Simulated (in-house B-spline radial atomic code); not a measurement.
Radial electron density of Zr3+, [Kr] 4f1. All numbers are computed (scalar-relativistic (X2C) CAM-B3LYP, spin-polarised, spherical fractional occupations, exact exchange averaged over the configuration; Fermi nucleus of rms radius 4.2694 fm) with a radial B-spline atomic code at the basis-set limit, not measured.

One-electron X2C: radii and densities carry no picture-change correction, so inner-shell <1/r> comes out high (for 1s by about 2 % at Z = 33, 5 % at 54, 10 % at 75, 30 % at 118) and <r> low.

Columns: r (bohr), 4πr²n(r) (electrons per bohr), bar.

```
 0.00119    1.283 #
 0.00148    1.849 #
 0.00184    2.651 ##
 0.00228    3.757 ###
 0.00283    5.299 ####
 0.00352    7.427 #####
 0.00437    10.25 #######
 0.00543    13.96 ##########
 0.00675    18.66 #############
 0.00838    24.32 #################
  0.0104    30.76 ######################
  0.0129    37.51 ###########################
  0.0161    43.94 ###############################
    0.02     48.6 ###################################
  0.0248    50.52 ####################################
  0.0308     49.3 ###################################
  0.0382    45.81 #################################
  0.0475    42.54 ##############################
   0.059    42.85 ###############################
  0.0733    48.42 ###################################
  0.0911    56.81 #########################################
   0.113    61.58 ############################################
    0.14    57.54 #########################################
   0.175    46.09 #################################
   0.217    37.62 ###########################
   0.269    38.76 ############################
   0.334    44.77 ################################
   0.415    43.85 ###############################
   0.516    32.16 #######################
   0.641    18.24 #############
   0.796    10.75 ########
   0.989     9.23 #######
    1.23    8.221 ######
    1.53    5.381 ####
     1.9    2.427 ##
    2.36   0.8362 #
    2.93   0.3735 
    3.63   0.2894 
    4.51   0.2129 
    5.61   0.1062 
    6.96  0.03179 
    8.65 0.004885 
    10.7 0.0003521 
    13.3 8.669e-06
```

On this grid the curve has 3 maxima, near 0.0248, 0.113, 0.334 bohr.

The 4p up radial function P(r) = rR(r), positive near the nucleus:

| r (bohr) | P |
| --- | --- |
| 0.00184 | 0.001333 |
| 0.00283 | 0.00284 |
| 0.00437 | 0.006123 |
| 0.00675 | 0.01315 |
| 0.0104 | 0.02768 |
| 0.0161 | 0.05685 |
| 0.0248 | 0.1095 |
| 0.0382 | 0.1922 |
| 0.059 | 0.2882 |
| 0.0911 | 0.3205 |
| 0.14 | 0.157 |
| 0.217 | -0.2398 |
| 0.334 | -0.5111 |
| 0.516 | -0.1515 |
| 0.796 | 0.6504 |
| 1.23 | 0.9827 |
| 1.9 | 0.5615 |
| 2.93 | 0.1244 |
| 4.51 | 0.007801 |
